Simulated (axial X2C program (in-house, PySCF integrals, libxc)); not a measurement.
# Nuclear properties of SSeS⁺

Computed with an axial X2C code built on PySCF integrals: two-component X2C with atomic mean-field Coulomb and Gaunt terms, Gaussian nuclei, basis S dyall-av3z, Se dyall-v3z with contracted cores.

S–Se–S held linear, with bonds 2.053 and 2.053 Å (near the PBE0 minimum at charge 1 of the determinant lowest at the starting distance; the state shown can have its own minimum elsewhere, held linear; other orders of the atoms were not compared).

Input and command:
```json
{"zs": [16, 34, 16], "q": 1, "bas": ["dyall-av3z", "dyall-v3z", "dyall-av3z"], "r0": [2.01, 2.01], "symm": 1, "scan": ["PBE0", "HF", "BHandHLYP"], "levels": ["PBE0", "HF", "B3LYP"], "nst": 2}
```
```bash
python solin.py task.json out
```

Keys: zs atomic numbers; q charge; bas basis sets; r0 starting distance in Å; symm equal bonds; scan levels of the two-bond scan; levels methods; nst determinants followed.

Determinant lowest in the PBE0 search, Ω = 1/2 (⟨Sz⟩ = 0.50, ⟨Lz⟩ = 0.00 at PBE0), spin on the atoms S 0.23, Se 0.05, S 0.23:

| level | A∥/gI S (MHz) | qzz S (a.u.) | A∥/gI Se (MHz) | qzz Se (a.u.) |
| --- | --- | --- | --- | --- |
| PBE0 | 255 | 0.45 | 2540 | -0.55 |
| B3LYP | 268 | 0.45 | 2520 | -0.40 |

Determinant 0.50 eV from it at PBE0 and this distance, Ω = 3/2 (⟨Sz⟩ = 0.50, ⟨Lz⟩ = 1.00 at PBE0), spin on the atoms S 0.12, Se 0.27, S 0.12:

```
level  A∥/gI S (MHz)  qzz S (a.u.)  A∥/gI Se (MHz)  qzz Se (a.u.)
 PBE0            101          3.77             352           1.46
   HF            136          4.12             551          -1.33
B3LYP            102          3.85             348           1.67
```

A∥ (defined per Ω) follows by multiplying with gI = μI/(I μN); qzz is the electric field gradient, eQq0 = 234.96 MHz × Q/barn × qzz. The operators were transformed with the bare-nucleus X2C matrices; with these basis sets, hyperfine constants and field gradients can be off by tens of per cent, and where levels differ in sign neither size nor sign is settled.

Question: With gI(33S) = 0.4292, Q(33S) = -0.0694 barn, gI(77Se) = 1.0701 (g factors from the IAEA table of nuclear moments by Stone; Q from Pyykkö, Mol. Phys. 2018), turn the PBE0 values of the first state into constants in MHz.

Answer: A∥(33S) = 255 × 0.4292 = 109 MHz; eQq0(33S) = 234.96 × (-0.0694) × (0.45) = -7.34 MHz; A∥(77Se) = 2540 × 1.0701 = 2720 MHz.

The molecule was held linear; bending was not examined, so a bent shape may lie lower.

Each state is one determinant with collinear spin. Unrestricted Hartree–Fock can overshoot spin polarisation at the nuclei. Left out as unconverged or as another state under the same occupation: HF in at least one table. The search compared states at one distance, so a state with another bond length can lie lower. PBE0 term energies can be off by some tenths of an eV.
